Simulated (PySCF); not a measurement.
A structure optimised at B3LYP-D3(BJ)/def2-TZVP, used in a PySCF frequency run:

```xyz
5

Se     0.4512    -0.4477     0.0000
Cl    -0.2902     1.6641     0.0000
N     -1.0324    -1.4615     0.0000
H     -1.5903    -1.4199     0.8415
H     -1.5903    -1.4199    -0.8415
```

### Question
Write its SMILES, formula and point group.

### Answer
N[Se]Cl, ClH2NSe, Cs

### Question
What are its rotational constants (standard atomic weights)?

### Answer
12.772, 3.3713, 2.7080 GHz
